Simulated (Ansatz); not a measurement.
`O[SiH2][SnH2][Cl]` and `O[SiH2][SnH2][OH]` differ in one atom or group.

Ansatz, PBE0-D4/def2-TZVP geometries, multiplicity 1. Each molecule was computed in one conformer, which needn't be the lowest.

Elements past krypton have def2 core potentials.

```json
{"property": "HOMO energy (ωB97M-V/def2-TZVPP) / eV", "`O[SiH2][SnH2][Cl]`": "-9.98"}
{"property": "LUMO energy (B3LYP/def2-TZVPP) / eV", "`O[SiH2][SnH2][Cl]`": "-1.69"}
{"property": "LUMO energy (PBE0/def2-TZVPP) / eV", "`O[SiH2][SnH2][Cl]`": "-1.49"}
{"property": "HOMO energy (PBE/def2-TZVPP) / eV", "`O[SiH2][SnH2][Cl]`": "-6.83"}
{"property": "HOMO energy (B3LYP/def2-TZVPP) / eV", "`O[SiH2][SnH2][Cl]`": "-7.78"}
{"property": "size of the dipole moment (B3LYP/def2-TZVPP) / D", "`O[SiH2][SnH2][Cl]`": "2.47"}
```

Problem. What does the change do to each property? (An estimate is asked.)

Solution. Computed: 
```
                                        property  `O[SiH2][SnH2][OH]`  shift
           HOMO energy (ωB97M-V/def2-TZVPP) / eV                -9.47   0.51
             LUMO energy (B3LYP/def2-TZVPP) / eV                -1.15   0.54
              LUMO energy (PBE0/def2-TZVPP) / eV                -0.93   0.56
               HOMO energy (PBE/def2-TZVPP) / eV                -6.13   0.70
             HOMO energy (B3LYP/def2-TZVPP) / eV                -7.21   0.57
size of the dipole moment (B3LYP/def2-TZVPP) / D                 2.76   0.29
```

Dipoles are sizes alone; their direction can turn.

B3LYP here is the variant with VWN-RPA as its local correlation; programs differ in this.
